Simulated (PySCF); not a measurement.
SMILES C[Si](C)(O)S (C2H8OSSi) at its CAM-B3LYP/def2-SVP optimised geometry (Å):

```
13

C      1.1360    -0.6847     0.0000
Si    -0.7246    -0.6847     0.0000
C     -1.4451    -1.4881     1.5248
O     -1.1598    -1.4872    -1.3936
S     -1.5321     1.3200     0.0000
H      1.5293    -0.1922    -0.9018
H      1.5176    -1.7176     0.0107
H      1.5321    -0.1580     0.8806
H     -1.1209    -2.5385     1.5881
H     -2.5457    -1.4737     1.5101
H     -1.1144    -0.9729     2.4396
H     -2.0907    -1.4668    -1.6399
H     -0.8694     1.7176    -1.1062
```

Computed with PySCF with CAM-B3LYP/def2-TZVP. Cells within 0.4 Å of a nucleus heavier than hydrogen are left out (blank, or x).

Map of the log10 of the electron density (e/bohr³), floored at −4 on the plane z = 0.0 Å:

```
|00000000000000000000000000000|
|00000011111100000000000000000|
|00001122222221100000000000000|
|00012233333332110000000000000|
|00123344554443221000000000000|
|01234455666554321000000000000|
|01234567777665432100000000000|
|12345677888765432110000000000|
|12345778998876543211000000000|
|12356789xx9876543222111000000|
|12356788xx9876543333322100000|
|12345678898876544444433210000|
|12345677888776555555544321000|
|12334567777776666666654321000|
|01234556777777777777765432100|
|012234556789987788x8875432100|
|00123445679xx9888xxx876432100|
|00123345679xx9788xxx876432100|
|00123345677997778888876432100|
|00123345667766677888876432100|
|00122345566665566789875432000|
|00112334555555455677765421000|
|00012233444444444566654321000|
|00001223344433333445443210000|
|00000122233322222333332100000|
|00000011222221111122211000000|
|00000000111110000001000000000|
|00000000000000000000000000000|
|00000000000000000000000000000|
```
Scale: ten equal steps from -4.00 (start of '0') to -0.149 (end of '9'), in the order '0123456789'; x runs from -4.00 to 4.00, y from -4.00 (bottom) to 4.00 (top).
